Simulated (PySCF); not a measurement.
# Telling isomers of C4H5F3O apart by NMR

Theory: NMR shieldings at PBE0/pcSseg-1/GIAO, coordinates at the GFN2-xTB level, in PySCF (equivalent nuclei averaged, in vacuum, no relativistic terms, one conformer).

Referencing at the same level of theory: 1H, 13C vs TMS. Splittings of carbon signals by F and P are missing where no couplings were computed. Where no couplings were computed, multiplicities follow the n + 1 count of equivalent neighbours, and m marks all less simple cases (inequivalent or close neighbours, rings, F or P nearby). Shifts are as computed. Against solution values, carbons near 30 ppm lie about +3 ppm off and those near 130 ppm about +5 ppm. Of 1211 compounds with measured shifts, 218 miss one by over three times the rms of a fit or turn the order of signals round; such compounds aren't used in these exercises. OH and NH positions are gas-phase values without hydrogen bonding to other molecules.

(1) Tabulate the signals of `C[C@@H](F)[C@@H](F)C(=O)F`, `CO/C(F)=C/C(F)F`, `OC1(C(F)(F)F)CC1` and their relative energies.

(2) What is the quickest way to tell C[C@@H](F)[C@@H](F)C(=O)F from OC1(C(F)(F)F)CC1?

(3) What is the quickest way to tell CO/C(F)=C/C(F)F from OC1(C(F)(F)F)CC1?

(4) What is the quickest way to tell C[C@@H](F)[C@@H](F)C(=O)F from CO/C(F)=C/C(F)F?

Results:

(1) 
```json
{"SMILES": "C[C@@H](F)[C@@H](F)C(=O)F", "carbon types": "1×C 2×CH 1×CH3", "δC": "166.5, 94.3, 92.1, 20.6", "δH": "5.10 (m, 1H), 4.78 (m, 1H), 1.66 (m, 3H)", "E rel. (kcal/mol)": "0.0"}
{"SMILES": "CO/C(F)=C/C(F)F", "carbon types": "1×C 2×CH 1×CH3", "δC": "171.3, 118.7, 82.2, 55.2", "δH": "6.78 (m, 1H), 4.52 (m, 1H), 3.97 (s, 3H)", "E rel. (kcal/mol)": "23.7"}
{"SMILES": "OC1(C(F)(F)F)CC1", "carbon types": "2×C 2×CH2", "δC": "135.3, 58.2, 13.7", "δH": "1.78 (br s, 1H), 1.08 (m, 2H), 1.05 (m, 2H)", "E rel. (kcal/mol)": "10.6"}
```

Energies are electronic energies at PBE0/pcSseg-1 on these geometries, without zero-point or thermal terms, each for the one conformer computed, which needn't be the lowest.

(2) Count the carbon signals: 4 against 3. The first has an sp3 CH bonded to F, α to a carbonyl at 94.3 ppm, the second a three-membered-ring carbon (C) at 58.2 ppm. Their most deshielded carbons lie at 166.5 and 135.3 ppm. In the proton spectra the most deshielded non-exchanging signals are 5.10 (m, 1H) and 1.08 (m, 2H).

(3) Count the carbon signals: 4 against 3. The first has an allylic sp3 CH bonded to 2 F at 118.7 ppm, the second a three-membered-ring carbon (C) at 58.2 ppm. Their most deshielded carbons lie at 171.3 and 135.3 ppm. In the proton spectra the most deshielded non-exchanging signals are 6.78 (m, 1H) and 1.08 (m, 2H).

(4) Both give the same number of carbon signals, with the same numbers of each carbon type, so the positions decide. The first has a methyl carbon (CH3) at 20.6 ppm, the second a methyl carbon bonded to O (CH3) at 55.2 ppm. Their most deshielded carbons lie at 166.5 and 171.3 ppm. In the proton spectra the most deshielded non-exchanging signals are 5.10 (m, 1H) and 6.78 (m, 1H).
